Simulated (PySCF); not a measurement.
Radial density of Yb⁶⁶⁺ (ytterbium, charge +66)

B2PLYP, [He] 2s2, closed-shell 1S. Computed with PySCF 2.14 in an uncontracted even-tempered set (17 s from 46 bohr⁻², ratio 2.2; 8 p from 69 bohr⁻², ratio 2.4; 5 d from 210 bohr⁻², ratio 2.4; 5 f from 310 bohr⁻², ratio 2.4; 4 g from 470 bohr⁻², ratio 2.4), with no relativity, point nucleus.

| r (bohr) | 4πr²ρ (e/bohr) |
| --- | --- |
| 0.000344 | 0.3435 |
| 0.000579 | 0.9405 |
| 0.000974 | 2.517 |
| 0.00164 | 6.489 |
| 0.00276 | 15.69 |
| 0.00464 | 34.06 |
| 0.00780 | 61.56 |
| 0.0131 | 81.32 |
| 0.0221 | 62.64 |
| 0.0371 | 24.00 |
| 0.0624 | 24.45 |
| 0.105 | 17.88 |
| 0.177 | 1.434 |
| 0.297 | 0.004636 |

A non-relativistic calculation at this Z misses sizeable relativistic shifts.
